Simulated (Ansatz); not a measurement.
Frontier orbitals of `C[NH+](C)[B-](Cl)(Cl)Cl`.

Cartesian coordinates in Å:
```
C 0.3770 1.0082 -0.9787
N 0.2616 0.1467 0.2178
C 0.8403 -1.1863 -0.0570
B -1.2408 0.0913 0.8408
Cl -1.1209 -0.9056 2.3764
Cl -1.6964 1.8252 1.2309
Cl -2.3309 -0.6653 -0.4148
H 0.0040 2.0007 -0.7416
H 1.4204 1.0555 -1.2916
H -0.2306 0.5727 -1.7695
H 0.8025 0.5760 0.9681
H 1.8688 -1.0709 -0.4000
H 0.2403 -1.6632 -0.8296
H 0.8046 -1.7849 0.8490
```

Charge 0, multiplicity 1. The structure was optimised at the PBE0-D4/def2-TZVP level. It is one conformer, not always the lowest. Basis def2-TZVPP, Ansatz.

Orbital energies of one run (eV). Highest occupied ones, from the top: -8.11, -8.51, -8.60, -9.14, -9.19, -9.22, -11.33, -11.34, -11.48, -11.99, -12.50, -12.75, -13.62, -14.53. Empty: 0.64, 1.78, 2.24, 2.32, 2.53, 2.58.

Question: Which functional gave them?
A. LC-ωPBE
B. CAM-B3LYP
C. B3LYP
D. r2SCAN0

Answer: D. HOMO energies: r2SCAN0 -8.11, CAM-B3LYP -9.24, LC-ωPBE -10.69, B3LYP -7.59 eV.

B3LYP here is the variant with VWN-RPA as its local correlation; programs differ in this. LC-ωPBE has ω = 0.4 bohr⁻¹.
